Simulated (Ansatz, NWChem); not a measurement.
# From NWChem to Ansatz

This NWChem 7.3.0 job computes BBr2F (dibromofluoroborane):

a.xyz:
```
4
BBr2F
F      1.316550     0.465960     0.364370
B      0.123960     0.043770     0.034160
Br    -0.483040    -1.629420     0.701450
Br    -0.957470     1.119690    -1.099980
```

a.nw:
```
start a
title "BBr2F"
memory 2200 mb

geometry units angstroms noautosym nocenter noautoz
  load a.xyz
end

basis "ao basis" spherical bse
  F library cc-pVDZ
  B library cc-pVDZ
  Br library cc-pVDZ
end

dft
  xc b3lyp
  grid xfine
  convergence energy 1e-08
  iterations 100
  mulliken
  print low
end

task dft gradient
```

```bash
$ nwchem a.nw > a.out
```

The coordinates come from a PBE0-D4/def2-TZVP relaxation.

It gives a total energy of -5273.137549 Eh.

Q: How is this level of theory, on these atoms, set up in Ansatz 0.2.0 as an input file of the program's own, asking for the energy?

A: For example:

in.yaml:
```yaml
crystal:
  periodic: [false, false, false]
  atoms:
    - {symbol: F, position_ang: [1.316550, 0.465960, 0.364370]}
    - {symbol: B, position_ang: [0.123960, 0.043770, 0.034160]}
    - {symbol: Br, position_ang: [-0.483040, -1.629420, 0.701450]}
    - {symbol: Br, position_ang: [-0.957470, 1.119690, -1.099980]}
basis:
  gaussian:
    orbitals: cc-pVDZ
hamiltonian:
  xc: {name: B3LYP}
accuracy: high
output: {orbitals: {seedname: orbitals}}
```

```bash
$ ansatz run in.yaml --threads 1 --pin off --max-ram 3480MiB --events-out events.jsonl --progress --plain --runs-dir runs
```

Its energy is -5273.137549 Eh, the same as the first but for the last digit, at most.
